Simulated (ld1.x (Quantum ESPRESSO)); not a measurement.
## What one change does to a pseudopotential (titanium (Ti), ultrasoft)

ld1.x (Quantum ESPRESSO) 7.5 input, shortened:

```
&input
   title='Ti', zed=22., rel=0, dft='PBESOL', iswitch=3,
   config='[Ar] 3d2 4s1 4p0'
 /
 &inputp
   pseudotype=3, tm=.true., lloc=-2, rcloc=2.40,
   nlcc=.false.,
   which_augfun='PSQ', rmatch_augfun_nc=.true.
 /
6
4S  1  0   1.00   0.00  2.05  2.75  0.0
4S  1  0   0.00   0.60  2.05  2.75  0.0
4P  2  1   0.00   0.00  2.60  3.10  0.0
4P  2  1   0.00   1.75  2.60  3.10  0.0
3D  3  2   2.00   0.00  1.85  2.50  0.0
3D  3  2   0.00  -0.50  1.85  2.50  0.0
 &test
   configts(1)='3d2 4s1 4p0'
 /
```

All-electron outer shells of the reference configuration (PBEsol, non-relativistic, ld1.x):

```csv
shell,level (eV),outermost node (bohr),outermost maximum (bohr)
3p,-45.98,0.37,0.90
3d,-11.53,–,0.97
4s,-10.27,1.25,2.78
4p,-6.58,1.37,3.35
```

Change: waves 3d (bound): rcut 1.84, rcutus 1.94 bohr; 3d channel at -0.5 Ry: rcut 1.84, rcutus 1.94 bohr.

Cutoffs: the cutoffs (Ry, on a coarse ladder) from which the occupation-weighted sum of valence levels, in a spherical-Bessel basis at the reference potential, stays within 10 and 1 mRy of its value at 400 Ry; they do not see the model core or the augmentation charge, which bear on the density cutoff. Errors are all-electron minus pseudo energies relative to the spin-unpolarised reference configuration.

**Question.** How do hardness, ghosts and transferability respond?

**Answer.** The potential gets harder (15 Ry and 18 Ry → 25 Ry and 30 Ry); of the 7 tests that both files solve, the error grows in 3 and shrinks in 2 by more than 15 % and 0.3 meV (median size 29.3 → 56.7 meV); neither file shows a bound ghost. A smaller radius makes the pseudo-wave follow the all-electron one further in, where it bends more sharply, so more plane waves are needed.

| quantity | base | changed |
| --- | --- | --- |
| cutoff, loose | 15 Ry | 25 Ry |
| cutoff, tight | 18 Ry | 30 Ry |
| loose cutoff by channel (10 mRy a level) | s 6 Ry, d 12 Ry | s 6 Ry, d 25 Ry |
| bound ghosts | none | none |
| error for 3d2 4s2 4p0, meV [ΔE -7.30 eV] | +1.5 | +1.2 |
| error for 3d2 4s0 4p0, meV [ΔE 13.37 eV] | +105 | +106 |
| error for 3d1 4s0 4p0, meV [ΔE 40.43 eV] | +50 | -150 |
| error for 3d3 4s1 4p0, meV [ΔE -6.35 eV] | -5.3 | -56 |
| error for 3d3 4s0 4p0, meV [ΔE -0.18 eV] | +29 | -62 |
| error for 3d2 4s1.5 4p0, meV [ΔE -4.38 eV] | +1.3 | +1.3 |
| error for 3d1 4s2 4p0, meV [ΔE 2.67 eV] | +108 | -57 |
| s: phases at 3.37 bohr within 0.05 rad from the reference energy up to (Ry; the scan ends near 5) | 2.0 | 2.0 |
| p: phases at 3.37 bohr within 0.05 rad from the reference energy up to (Ry; the scan ends near 5) | 2.7 | 2.7 |
| d: phases at 3.37 bohr within 0.05 rad from the reference energy up to (Ry; the scan ends near 5) | 3.1 | 3.4 |
| lowest overlap eigenvalue by channel | s 0.47, p 0.71, d 1.00 | s 0.47, p 0.71, d 0.98 |
